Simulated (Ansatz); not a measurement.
Reaction (redistribution): `B/C=C/[Se][SiH3]` + `[SiH3][GaH][Cl]` → `[SiH3][Se][GaH][Cl]` + `B/C=C/[SiH3]`

Program: Ansatz. Geometries: PBE0-D4/def2-TZVP. ΔE: electronic, gas phase. CCSD(T)/CBS adds triple-zeta CCSD(T) − MP2 to the extrapolated MP2 energy (def2 sets, frozen cores). Double bonds are as drawn, so ΔE can hold a change between cis and trans. Functionals use def2-TZVPP. For Ga, Se outer-core shells are correlated without core-valence functions, which leaves a few kJ/mol of doubt a bond. Scalar relativity is left out up to krypton. Each species was taken in one conformer, which may not be the lowest.

`B/C=C/[Se][SiH3]`:

Cartesian coordinates in Å:
```
B -2.757 -0.186 0.363
C -1.535 0.683 0.627
C -0.330 0.263 0.200
Se 1.271 1.224 0.452
Si 2.683 -0.244 -0.584
H -3.851 0.141 0.722
H -2.614 -1.224 -0.221
H -1.597 1.636 1.151
H -0.243 -0.684 -0.326
H 2.643 -1.564 0.094
H 2.303 -0.411 -2.009
H 4.029 0.364 -0.468
```

`[SiH3][GaH][Cl]`:

```xyz
7

Si    0.433    1.003    0.084
Ga   -0.372   -1.262    0.127
Cl   -1.739   -1.727   -1.480
H    -0.723    1.932    0.186
H     1.133    1.247   -1.205
H     1.374    1.278    1.203
H    -0.107   -2.471    1.084
```

`[SiH3][Se][GaH][Cl]`:

Z-matrix (Å, degrees):
```
Si
Se 1 2.287
H 1 1.485 2 109.8
H 1 1.483 2 109.0 3 -120.3
H 1 1.483 2 109.1 3 120.3
Ga 2 2.309 1 96.4 3 -0.2
Cl 6 2.142 2 113.8 1 180.0
H 6 1.552 2 126.5 1 -0.0
```

`B/C=C/[SiH3]`:

```xyz
11

B     1.547   -1.526   -0.776
C     0.252   -0.721   -0.570
C     0.184    0.276    0.332
Si   -1.335    1.311    0.666
H     1.618   -2.417   -1.571
H     2.509   -1.246   -0.118
H    -0.644   -0.943   -1.151
H     1.088    0.486    0.906
H    -1.036    2.747    0.415
H    -2.439    0.865   -0.221
H    -1.743    1.169    2.089
```

```tsv
level	ΔE (kJ/mol)
ωB97X-V	-111.7
ωB97M-V	-114.6
B2PLYP	-110.1
PBE	-88.8
HF/def2-TZVPP	-134.7
SCS-MP2/def2-QZVPP	-119.4
MP2/CBS(def2)	-120.7
CCSD/CBS(def2)	-119.9
```

(1) What does CCSD(T)/CBS give? (Estimate.)

Largest T1 diagnostic among the species: 0.013.

Results:

(1) The calculation gave: -116.8 kJ/mol. The listed levels differ from it by 5.1, 2.2, 6.7, 28.0, -17.9, -2.6, -3.9, -3.1 kJ/mol.

In def2-TZVPP, CCSD(T) changes the Hartree–Fock value by +21.7 kJ/mol (the triples alone add +3.0 kJ/mol) and MP2 by +17.8 kJ/mol. From PBE to PBE0 (25 % exact exchange), in def2-TZVPP and without D4, ΔE moves by −13.0 kJ/mol.
